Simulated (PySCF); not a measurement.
Electronic structure of P³⁺ (phosphorus, charge +3) at the wB97M-V level

Configuration: [Ne] 3s2, closed-shell 1S. Calculation: PySCF 2.14, in x2c-TZVPPall with one added diffuse shell each of s, p, d type (6s6p4d1f, 51 functions); the spin-free X2C one-electron Hamiltonian (Gaussian nucleus).

- Total energy: -339.8703 hartree
- One-electron energy: -452.7653 hartree
- Hartree (Coulomb) energy: 135.1180 hartree
- Exchange-correlation energy: -22.2230 hartree
- ⟨S²⟩: 0.0000
- ⟨L²⟩: 0.000
- Sum of ⟨r⟩: 7.498 bohr
- Sum of ⟨r²⟩: 8.847 bohr²
- Langevin diamagnetic susceptibility: -7.01 ×10⁻⁶ cm³/mol

```
shell  electrons  mean orbital energy (eV)  rms radius, mean of both spins (bohr)
   1s          2                   -2152.4                                  0.120
   2s          2                   -223.67                                  0.562
   2p          6                   -171.37                                  0.540
   3s          2                   -49.500                                   1.79
```

Densities and radii are taken from the X2C orbitals without a picture-change correction, which distorts them close to the nucleus.
